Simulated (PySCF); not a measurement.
## Er(2+) (erbium, charge +2) across methods

[Xe] 4f11 5d1, one real determinant (an excited configuration). Calculation: PySCF 2.14, in x2c-TZVPPall (11s7p7d4f2g, 113 functions); scalar relativity by spin-free X2C-1e.

| method | E (hartree) | mean ε 4f α (eV) | mean ε 4f β (eV) | mean ε 5d α (eV) | Σ⟨r²⟩ (bohr²) | ⟨S²⟩ |
| --- | --- | --- | --- | --- | --- | --- |
| PBE0 | -13084.99 | -28.175 | -25.802 | -16.966 | 40.12 | 6.001 |
| LDA | -13076.17 | -25.260 | -23.000 | -15.833 | 40.33 | 6.001 |
| PBE | -13085.15 | -24.897 | -22.850 | -15.829 | 40.34 | 6.001 |

Task: Estimate the same row for UHF.

Result: E (hartree) = -13080.66525; mean ε 4f α (eV) = -37.504; mean ε 4f β (eV) = -34.070; mean ε 5d α (eV) = -19.709; Σ⟨r²⟩ (bohr²) = 40.38; ⟨S²⟩ = 6.004.

⟨L²⟩ = 40.01 against 72 for a pure L term, so this real determinant mixes terms. Spin-orbit coupling, absent here, splits the open shell strongly.
